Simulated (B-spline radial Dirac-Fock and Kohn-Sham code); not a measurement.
Z = 74 (tungsten), transition energy 95.8 keV. Method: a Dirac-Hartree-Slater potential of the neutral atom with a Latter tail (no hole, which puts coefficients of high multipoles low close above an edge), finite nucleus with surface currents. Computed with a radial B-spline solver. Subshells that would emit electrons below 1 keV are left out.

**Question.** A pure transition shows α(K) = 3.61, L1/L2 = 0.0273 and L1/L3 = 0.0361. What is its multipolarity?
A. M3
B. M2
C. M1
D. E4
E. E2
F. E3
G. M4
H. E1

**Answer.** D. For comparison, α(K), L1/L2, L1/L3 are E1 0.341, 3.11, 2.80; E2 0.932, 0.0723, 0.0799; E3 1.86, 0.0247, 0.0308; M1 4.49, 10.4, 88.2; M2 34.6, 8.48, 4.26; M3 117, 6.21, 0.769; M4 316, 4.82, 0.319.
